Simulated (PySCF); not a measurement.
Atoms are numbered as in `[SiH3:1][SiH2:2][SiH2:3][SiH3:4]` (H(Xn): hydrogen on atom n).

How the numbers were obtained: NMR shieldings at B97-2/pcSseg-2/GIAO, PBE0-D3(BJ)/def2-SVP structure, in PySCF 2.14.0 with density-fitted response routines (no relativistic terms, one conformer, rapidly exchanging positions averaged, no solvent).

δ = σ(ref) − σ, references computed at the same level: $^{1}$H (σref 31.36), $^{29}$Si (σref 347.59) against TMS.

| atoms | nucleus | count | δ (ppm) |
| --- | --- | --- | --- |
| Si2/Si3 | $^{29}$Si | 2 | -113.1 |
| H(Si2)/H(Si3) | $^{1}$H | 4 | ? |
| Si1/Si4 | $^{29}$Si | 2 | ? |
| H(Si1)/H(Si4) | $^{1}$H | 6 | 3.64 |

Q: Complete the table.

A: 
- H(Si2)/H(Si3): 3.44 ppm, hydrogen on a silicon bonded to 2 Si
- Si1/Si4: -102.0 ppm, silicon bonded to Si, 3 H
